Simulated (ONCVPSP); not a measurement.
## Logarithmic derivatives: Al (Z = 13), ONCV

* Element: aluminium (Al)
* Generator: ONCVPSP 4.0.1
* Type: optimised norm-conserving Vanderbilt (ONCV)
* Functional: PBE
* Relativity: fully relativistic
* Frozen core: [Ne]
* Valence charge: 3
* Reference configuration: 3s2 3p1
* Partial waves: 3s: rc 2.10 bohr, ncon 3, nbas 7, qcut 3.8 1/bohr, 2 projectors, debl 2.5 Ha; 3p: rc 2.10 bohr, ncon 5, nbas 8, qcut 3.5 1/bohr, local
* Local potential: the p channel
* Core correction: Teter function, fcfact 4.5, rcfact 1.1

Open shells are filled in proportion to 2j + 1.

The phase is arctan(r·R′/R) of the radial function R(r), unwrapped; energies in Ha, scanned from -2 to 5 Ha. A pole is an energy at which the radial function vanishes at the test radius. The pseudo phase is shifted by a multiple of π to meet the all-electron one at the reference energy, and phase errors are pseudo minus all-electron; the curves can meet again beyond the range given. Levels narrower than the energy grid can be missing from the lists of poles.

```csv
channel,radius (bohr),reference energy (Ha),"poles, all-electron","poles, pseudo",unbroken range about the reference energy with phases within 0.05 rad,phase error 1 Ha above the reference energy (rad)
s,2.13,-0.28,1.12,1.12,below 3.2,-0.001
p3/2,2.13,-0.10,1.56,1.43,below 1.9,-0.014
p1/2,2.13,-0.10,1.55,1.43,below 1.9,-0.012
```

Phases in the p1/2 channel:

```
E (Ha)  all-electron  pseudo
 -1.98         1.241   1.226
 -1.62         1.179   1.168
 -1.26         1.086   1.076
 -0.90         0.919   0.911
 -0.54         0.557   0.553
 -0.18        -0.227  -0.222
  0.18        -0.942  -0.941
  0.54        -1.259  -1.266
  0.90        -1.415  -1.427
  1.26        -1.511  -1.531
  1.62        -1.584  -1.615
  1.98        -1.651  -1.704
  2.34        -1.726  -1.831
  2.70        -1.832  -2.108
  3.06        -2.036  -3.079
  3.42        -2.621  -4.115
  3.78        -3.791  -4.404
  4.14        -4.275  -4.522
  4.50        -4.448  -4.588
  4.86        -4.535  -4.633
```
